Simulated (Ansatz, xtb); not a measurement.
## CH3AuSSi: which of two structures lies lower

Structure X is a singlet given by its coordinates and structure Y is `C[Si](=S)[Au]`, a singlet. Both are isolated molecules in the gas phase, relaxed with PBE0-D3(BJ)/def2-SVP.

X (Å):

```
atom    x (Å)    y (Å)    z (Å)
   C  -0.2733  -0.0271   1.2185
  Au   1.0612   1.2724   0.3123
   S   3.7911   3.9169  -1.5364
  Si   2.5467   2.7130  -0.6941
   H   0.0270  -0.2121   2.2614
   H  -0.2934  -0.9867   0.6792
   H  -1.2858   0.4052   1.2119
```

Close contacts (Å): C1–Au2 2.07, Au2–Si4 2.30, S3–Si4 1.93, C1–H5 1.10, C1–H6 1.10, C1–H7 1.10.

Y (Å):

```xyz
7

C     1.2220   -1.6442    0.2905
Au   -2.1961   -1.9359    0.4732
S    -0.4063   -0.2564   -2.3493
Si   -0.3373   -1.2081   -0.6424
H     1.2750   -2.7360    0.4271
H     2.1059   -1.2901   -0.2590
H     1.1912   -1.1850    1.2914
```

Q: Which of the two would you expect CCSD(T)/def2-TZVP electronic energies to favour?

A: Structure Y; the calculation gives E(Y) − E(X) = −0.463 eV.

Level by level:

| level | geometry | E(Y) − E(X) (eV) | departure from the last row (eV) | job, with rough time for the two |
| --- | --- | --- | --- | --- |
| GFN2-xTB | GFN2-xTB | −1.055 | −0.592 | optimisation, 0.27 s |
| r2SCAN-D4/def2-SVP | GFN2-xTB | −0.654 | −0.191 | single point, 4 s |
| PBE0-D3(BJ)/def2-SVP | PBE0-D3(BJ)/def2-SVP | −0.705 | −0.241 | optimisation, 82 s |
| HF/def2-TZVP | PBE0-D3(BJ)/def2-SVP | −0.897 | −0.434 | part of the CCSD(T) run |
| MP2/def2-TZVP | PBE0-D3(BJ)/def2-SVP | −0.313 | +0.151 | part of the CCSD(T) run |
| CCSD(T)/def2-TZVP | PBE0-D3(BJ)/def2-SVP | −0.463 |  | single point, 2.5 min |

The levels shown agree on the order. The largest departure from CCSD(T)/def2-TZVP is that of GFN2-xTB, 0.592 eV.

With harmonic frequencies from PBE0-D3(BJ)/def2-SVP (ideal gas, rigid rotor, one conformer each, 298.15 K, 1 atm): on the last row, ΔE + ΔZPE = −0.433 eV. A mode under 50 cm⁻¹ makes harmonic enthalpies and free energies unreliable, so none is given.

The T1 diagnostic of structure Y is large, so the coupled-cluster value is less sure. The correlated steps freeze 11 core orbitals; the last core shell of Au is correlated, in a basis made for valence electrons. Atoms past krypton carry core potentials in the def2 sets and no spin–orbit term is included. Run with Ansatz 0.2.0, xtb 6.7.1; the last row on 2 threads of Arm Neoverse V1 on a shared host.
